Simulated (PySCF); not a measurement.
**Telling isomers of C6H13P apart by NMR**

PySCF 2.14.0 with density-fitted response routines calculation with σ from GIAO-PBE0/pcSseg-1 and GFN2-xTB structure; a single conformation, no solvent, fast rotation and ring inversion assumed for equivalent nuclei, no relativistic terms.

Shifts are taken against calculated references (same method and geometry level): TMS for 1H (σ = 31.72 ppm) and 13C (σ = 186.93 ppm). Splittings of carbon signals by F and P are missing where no couplings were computed. Where no couplings were computed, multiplicities follow the n + 1 count of equivalent neighbours, and m marks all less simple cases (inequivalent or close neighbours, rings, F or P nearby). Shifts are as computed. Against solution values, carbons near 30 ppm lie about +3 ppm off and those near 130 ppm about +5 ppm. Of 1211 compounds with measured shifts, 218 miss one by over three times the rms of a fit or turn the order of signals round; such compounds aren't used in these exercises.

(1) Tabulate the signals of `CC(C)C1CPC1`, `CC=P1(CC)CC1`, `C=[P@@]1(C)CC[C@H]1C` and their relative energies.

(2) What is the quickest way to tell CC(C)C1CPC1 from C=[P@@]1(C)CC[C@H]1C?

(3) What is the quickest way to tell CC=P1(CC)CC1 from C=[P@@]1(C)CC[C@H]1C?

(4) What is the quickest way to tell CC(C)C1CPC1 from CC=P1(CC)CC1?

Results:

(1) 
| SMILES | carbon types | δC | δH | E rel. (kcal/mol) |
| --- | --- | --- | --- | --- |
| CC(C)C1CPC1 | 2×CH 2×CH2 2×CH3 | 53.9, 43.1, 23.9, 20.4 | 3.95 (m, 1H), 2.35 (m, 1H), 1.97 (m, 2H), 1.57 (m, 2H), 1.24 (m, 1H), 0.84 (d, 6H) | 0.0 |
| CC=P1(CC)CC1 | 1×CH 3×CH2 2×CH3 | 32.1, 29.5, 17.2, 16.7, 11.6 | 2.18 (m, 1H), 1.80 (m, 3H), 1.42 (m, 2H), 1.34 (m, 2H), 1.25 (m, 3H), 1.02 (m, 2H) | 55.6 |
| C=[P@@]1(C)CC[C@H]1C | 1×CH 3×CH2 2×CH3 | 37.8, 32.6, 29.8, 26.1, 16.0, -8.8 | 2.45 (m, 1H), 2.33 (m, 1H), 2.16 (m, 1H), 1.87 (m, 1H), 1.84 (m, 1H), 1.45 (m, 3H), 1.33 (m, 3H), -0.38 (m, 2H) | 36.5 |

Energies are electronic energies at PBE0/pcSseg-1 on these geometries, without zero-point or thermal terms, each for the one conformer computed, which needn't be the lowest.

(2) Count the carbon signals: 4 against 6. The first has an sp3 CH in a ring at 53.9 ppm, the second a carbon double-bonded to a heavier main-group atom (CH2) at -8.8 ppm. Their most deshielded carbons lie at 53.9 and 37.8 ppm. In the proton spectra the most deshielded non-exchanging signals are 3.95 (m, 1H) and 2.45 (m, 1H).

(3) Count the carbon signals: 5 against 6. The first has a three-membered-ring carbon (CH2) at 16.7 ppm, the second a carbon double-bonded to a heavier main-group atom (CH2) at -8.8 ppm. Their most deshielded carbons lie at 32.1 and 37.8 ppm.

(4) Count the carbon signals: 4 against 5. The first has an sp3 CH in a ring at 53.9 ppm, the second a carbon double-bonded to a heavier main-group atom (CH) at 29.5 ppm. Their most deshielded carbons lie at 53.9 and 32.1 ppm. In the proton spectra the most deshielded non-exchanging signals are 3.95 (m, 1H) and 2.18 (m, 1H).
